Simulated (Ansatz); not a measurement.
A run for Ansatz (a first-principles code): R-CCSD(T)/def2-SVPD on H6O6Sn2. Elements past Kr take the def2 small-core potentials; no spin–orbit coupling.

Ansatz 0.2 input:
```yaml
crystal:
  periodic: [false, false, false]
  atoms:
    - {symbol: O, position_ang: [-2.16207668, 1.50248500, -1.02432542]}
    - {symbol: Sn, position_ang: [-1.39067016, -0.07330027, -0.08393117]}
    - {symbol: O, position_ang: [-2.00101277, -1.68893187, -1.07401333]}
    - {symbol: O, position_ang: [-2.24834176, -0.14649669, 1.71081185]}
    - {symbol: Sn, position_ang: [1.39128296, 0.07300088, 0.08387917]}
    - {symbol: O, position_ang: [2.24736113, 0.15312937, -1.71140621]}
    - {symbol: O, position_ang: [2.16514000, -1.50429246, 1.01972165]}
    - {symbol: O, position_ang: [1.99884813, 1.68597267, 1.07979434]}
    - {symbol: H, position_ang: [-2.76606251, 1.98132536, -0.43608478]}
    - {symbol: H, position_ang: [-2.49185440, -1.43017601, -1.86911841]}
    - {symbol: H, position_ang: [-2.74658503, -0.97212065, 1.81141631]}
    - {symbol: H, position_ang: [2.74692649, 0.97839034, -1.80835601]}
    - {symbol: H, position_ang: [2.76549494, -1.98404982, 0.42848386]}
    - {symbol: H, position_ang: [2.49154967, 1.42506415, 1.87302815]}
basis:
  gaussian:
    orbitals: def2-SVPD
magnetization: {spin_polarized: false}
correlation: {method: ccsd_t, electrons: outside_noble_gas}
scf: {lower_state_search: off}
```

Program output:

```
WARN ansatz: RAYON_NUM_THREADS=8 ignored (pool sized by the plan → 8); use --threads N
Functional definition: HF
these checks for a lower state are left out or cut short: stability, starts, cluster_reference, orbital_swaps, neighbouring_geometries, increment
integrals: 2.03 GiB planned
2652 factors; integrals over basis functions are off by at most 1.1e-3 eV
mean field: 1.75 GiB planned
mean field evaluation 1: about -23908.8908 eV, gradient 8.4e1 eV
mean field evaluation 2: about -23909.3398 eV, gradient 8.4e1 eV
mean field evaluation 4: about -23922.6492 eV, gradient 4.2e0 eV
mean field evaluation 8: about -23922.7640 eV, gradient 1.9e-1 eV
mean field -23922.76426713 eV, -879.1453713852 hartree, gradient 1.8e-6 eV, S^2 0.000000; 0 other end points of the search recorded, 0 dependent functions left out
24 core orbitals not correlated
reference -23922.76426713 eV, -879.1453713852 hartree; 25, 25 occupied and 201, 201 virtual orbitals, 2652 factors
second order -38.05188731 eV of doubles, -0.00000000 eV of singles
coupled cluster: 6.55 GiB planned
cycle   1  -37.24135549 eV  change    8.1e-1 eV  update   1.8e-1
cycle   2  -38.25419525 eV  change    -1.0e0 eV  update   5.7e-2
cycle   3  -38.55453474 eV  change   -3.0e-1 eV  update   3.0e-2
cycle   4  -38.54249133 eV  change    1.2e-2 eV  update   7.3e-3
cycle   5  -38.53275737 eV  change    9.7e-3 eV  update   3.6e-3
cycle   6  -38.53543759 eV  change   -2.7e-3 eV  update   1.3e-3
cycle   7  -38.53559018 eV  change   -1.5e-4 eV  update   4.7e-4
cycle   8  -38.53504313 eV  change    5.5e-4 eV  update   1.7e-4
cycle   9  -38.53496002 eV  change    8.3e-5 eV  update   5.3e-5
cycle  10  -38.53502954 eV  change   -7.0e-5 eV  update   2.4e-5
cycle  11  -38.53497369 eV  change    5.6e-5 eV  update   1.1e-5
perturbative correction -1.21385067 eV, -0.0446081892 hartree
Total energy: -23962.51309149 eV, -880.6061137375 hartree
Checks for a lower state left out: stability, starts, cluster_reference, orbital_swaps, neighbouring_geometries, increment
```

The run converged.

Cost: very roughly 12 core-minutes.
